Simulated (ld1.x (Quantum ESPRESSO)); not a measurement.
Before and after: TM semilocal potential for Nb

```json
{
  "Element": "niobium (Nb)",
  "Generator": "ld1.x (Quantum ESPRESSO) 7.5",
  "Type": "norm-conserving Troullier–Martins (semilocal form)",
  "Functional": "BLYP",
  "Relativity": "scalar-relativistic",
  "Frozen core": "[Kr]",
  "Valence charge": "5",
  "Reference configuration": "4d4 5s0.75 5p0 (charge +0.25)",
  "Partial waves": "5s (bound): rc 2.50 bohr; 4d (bound): rc 1.70 bohr; 5p (bound, empty): rc 4.20 bohr",
  "Local potential": "the p channel",
  "Core correction": "a·sin(br)/r model core inside 1.30 bohr"
}
```

All-electron outer shells of the reference configuration (BLYP, scalar-relativistic, ld1.x):

| shell | level (eV) | outermost node (bohr) | outermost maximum (bohr) |
| --- | --- | --- | --- |
| 4s | -59.77 | 0.53 | 1.02 |
| 4p | -35.87 | 0.54 | 1.12 |
| 5s | -5.25 | 1.40 | 3.04 |
| 4d | -4.39 | 0.55 | 1.51 |
| 5p | -2.16 | 1.62 | 4.10 |

Change: wave 4d (bound): rc 1.70 bohr becomes 4d (bound): rc 1.32 bohr.

Cutoffs: the cutoffs (Ry, on a coarse ladder) from which the occupation-weighted sum of valence levels, in a spherical-Bessel basis at the reference potential, stays within 10 and 1 mRy of its value at 400 Ry; they do not see the model core or the augmentation charge, which bear on the density cutoff. Errors are all-electron minus pseudo energies relative to the spin-unpolarised reference configuration.

Q: Predict the effect on cutoff, ghosts and configuration errors.

A: The potential gets harder (35 Ry and 45 Ry → 45 Ry and 70 Ry); the errors of the 7 common tests hardly move; the range in which the d phases agree narrows (upper end at the end of the scan → 2.6); neither file shows a bound ghost. A smaller radius makes the pseudo-wave follow the all-electron one further in, where it bends more sharply, so more plane waves are needed. A semilocal file is local in each channel, so a ghost entry of none says nothing of the separable form that plane-wave codes build from it.

| quantity | base | changed |
| --- | --- | --- |
| cutoff, loose | 35 Ry | 45 Ry |
| cutoff, tight | 45 Ry | 70 Ry |
| loose cutoff by channel (10 mRy a level) | s 6 Ry, d 30 Ry | s 6 Ry, d 35 Ry |
| bound ghosts | none | none |
| error for 4d4 5s1 5p0, meV [ΔE -1.15 eV] | -0.3 | -0.3 |
| error for 4d4 5s0 5p0, meV [ΔE 5.52 eV] | -6.9 | -7.0 |
| error for 4d3 5s0 5p0, meV [ΔE 19.51 eV] | -63 | -62 |
| error for 4d4.5 5s0.5 5p0, meV [ΔE -0.55 eV] | -6.2 | -6.4 |
| error for 4d3 5s2 5p0, meV [ΔE -1.72 eV] | -66 | -66 |
| error for 4d4 5s0.5 5p0, meV [ΔE 1.49 eV] | -0.9 | -0.9 |
| error for 4d1 5s0 5p0, meV [ΔE 80.97 eV] | -1475 | -1479 |
| s: phases at 4.56 bohr within 0.05 rad from the reference energy up to (Ry; the scan ends near 5) | 0.6 | 0.6 |
| p: phases at 4.56 bohr within 0.05 rad from the reference energy up to (Ry; the scan ends near 5) | 0.9 | 0.9 |
| d: phases at 4.56 bohr within 0.05 rad from the reference energy up to (Ry; the scan ends near 5) | to the end of the scan | 2.6 |
